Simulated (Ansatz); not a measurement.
`FC(F)C(F)F` and `OCC(F)(F)C(F)F` differ in one atom or group.

Ansatz, PBE0-D4/def2-TZVP geometries, multiplicity 1. Each molecule was computed in one conformer, which needn't be the lowest.

```json
{"property": "HOMO–LUMO gap (PBE/def2-TZVPP) / eV", "`FC(F)C(F)F`": "8.47"}
{"property": "HOMO energy (B3LYP/def2-TZVPP) / eV", "`FC(F)C(F)F`": "-9.69"}
{"property": "ideal-gas entropy at 298 K and 1 bar (rigid rotor, harmonic PBE0-D4/def2-TZVP) / J/(mol·K)", "`FC(F)C(F)F`": "314"}
{"property": "LUMO energy (ωB97M-V/def2-TZVPP) / eV", "`FC(F)C(F)F`": "2.95"}
{"property": "HOMO–LUMO gap (B3LYP/def2-TZVPP) / eV", "`FC(F)C(F)F`": "10.67"}
{"property": "HOMO–LUMO gap (ωB97M-V/def2-TZVPP) / eV", "`FC(F)C(F)F`": "15.26"}
```

What does the change do to each property? (Estimate.)

Ansatz gave: 
```json
{"property": "HOMO–LUMO gap (PBE/def2-TZVPP) / eV", "`OCC(F)(F)C(F)F`": "6.82", "shift": "-1.65"}
{"property": "HOMO energy (B3LYP/def2-TZVPP) / eV", "`OCC(F)(F)C(F)F`": "-8.55", "shift": "1.14"}
{"property": "ideal-gas entropy at 298 K and 1 bar (rigid rotor, harmonic PBE0-D4/def2-TZVP) / J/(mol·K)", "`OCC(F)(F)C(F)F`": "368", "shift": "54"}
{"property": "LUMO energy (ωB97M-V/def2-TZVPP) / eV", "`OCC(F)(F)C(F)F`": "2.22", "shift": "-0.73"}
{"property": "HOMO–LUMO gap (B3LYP/def2-TZVPP) / eV", "`OCC(F)(F)C(F)F`": "8.88", "shift": "-1.79"}
{"property": "HOMO–LUMO gap (ωB97M-V/def2-TZVPP) / eV", "`OCC(F)(F)C(F)F`": "13.43", "shift": "-1.83"}
```

With PBE0 the HOMO rises by 1.11 eV and the LUMO falls by 0.66 eV, so the gap narrows by about 1.77 eV. PBE moves the HOMO by 1.03 eV and ωB97M-V by 1.11 eV. The zero-point energy changes by 86.0 kJ/mol with +12 modes.

B3LYP here is the variant with VWN-RPA as its local correlation; programs differ in this.
